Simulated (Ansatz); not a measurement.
Two isomers of C3H9ClSi: A = `C[SiH2]CCCl`, B = `C[SiH](C)CCl`.

Isolated molecules relaxed with PBE0-D4/def2-TZVP in Ansatz; ΔE leaves out vibrations. CCSD(T)/CBS adds triple-zeta CCSD(T) − MP2 to the extrapolated MP2 energy (def2 sets, frozen cores). DFT in def2-TZVPP. B3LYP here is the variant with VWN-RPA as its local correlation; programs differ in this. One conformer a species, not always the lowest.

A:

```xyz
14

C     1.403    1.113   -0.887
Si    0.797    0.484    0.767
C    -0.980   -0.145    0.670
C    -1.145   -1.303   -0.280
Cl   -2.840   -1.892   -0.348
H     0.758    1.913   -1.260
H     2.416    1.512   -0.801
H     1.422    0.316   -1.634
H     0.845    1.575    1.780
H     1.677   -0.624    1.237
H    -1.295   -0.439    1.676
H    -1.627    0.685    0.368
H    -0.887   -1.034   -1.304
H    -0.543   -2.162    0.016
```

B:

```xyz
14

C    -0.6187    0.9222   -1.3984
Si    0.4265   -0.1551   -0.2896
C     1.0837    0.7869    1.1811
C    -0.5944   -1.6304    0.3068
Cl   -2.0004   -1.0688    1.2642
H    -0.9729    0.3672   -2.2703
H    -0.0466    1.7817   -1.7563
H    -1.4909    1.2951   -0.8561
H     1.5603   -0.7387   -1.0685
H     0.2602    1.1559    1.7971
H     1.7176    0.1534    1.8062
H     1.6790    1.6447    0.8586
H    -0.9876   -2.2184   -0.5236
H    -0.0157   -2.2957    0.9489
```

(1) Which is lower in electronic energy at CCSD(T)/CBS, and by how much? (Estimate.)

(2) Give E(B) − E(A) in kJ/mol with B2PLYP, CCSD(T)/def2-TZVPP, MP2/def2-TZVPP, r2SCAN-D4, PBE0-D4, PBE-D4, B3LYP-D4. (An estimate is asked.)

Largest T1 diagnostic: 0.010.

Results:

(1) Ansatz gave: B, by 39.7 kJ/mol.

(2) Computed: B2PLYP -38.3, CCSD(T)/def2-TZVPP -38.0, MP2/def2-TZVPP -39.6, r2SCAN-D4 -41.8, PBE0-D4 -39.7, PBE-D4 -39.5, B3LYP-D4 -40.5. None reverses the order clearly.

In def2-TZVPP, CCSD(T) changes the Hartree–Fock value by −4.4 kJ/mol (the triples alone add −0.4 kJ/mol) and MP2 by −6.0 kJ/mol. The D4 term adds −3.3 kJ/mol with B3LYP and −1.8 kJ/mol with PBE0; it sums over pairs of atoms, weighted by their polarisabilities, and B3LYP, whose exchange is more repulsive, gets the larger term.
